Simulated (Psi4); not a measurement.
**NbCl5 (niobium pentachloride): the vertical ionisation energy from total energies**

NbCl5: 6 atoms, total charge 0, spin state singlet. As SMILES, `Cl[Nb](Cl)(Cl)(Cl)Cl`. The coordinates come from a PBE0-D4/def2-TZVP relaxation.

```xyz
6

Cl   -2.1765   -0.1689   -0.5899
Nb    0.0000    0.0000    0.0000
Cl    1.2190   -1.8679    0.3719
Cl    0.9577    2.0369    0.2180
Cl    0.6083   -0.0473   -2.2313
Cl   -0.6085    0.0472    2.2312
```

Both states at this one shape; open shells run unrestricted unless said. 1 Eh = 27.2114 eV.

```tsv
level	program	singlet NbCl5 (Eh)	doublet [NbCl5]+ (Eh)	HOMO of the first (eV)
wB97M-V/def2-TZVP (density fitting, core potential)	Psi4	-2358.131183	-2357.711899	-11.37
B2PLYP/def2-TZVP (density fitting, core potential, density fitting for correlation), 25 core orbitals frozen	Psi4	-2357.588136	-2357.183626	-10.32
```

Task: Work out the vertical ionisation energy at each level.

Result: 
1. wB97M-V/def2-TZVP (density fitting, core potential): -2357.711899 − (-2358.131183) = 0.419284 Eh = 11.41 eV; −ε(HOMO) = 11.37 eV.
2. B2PLYP/def2-TZVP (density fitting, core potential, density fitting for correlation): -2357.183626 − (-2357.588136) = 0.404510 Eh = 11.01 eV; −ε(HOMO) = 10.32 eV.

No measured value is set beside it here; the levels span 11.01 to 11.41 eV. Spin-orbit coupling, which splits open shells on such heavy atoms by tenths of an eV, is left out.
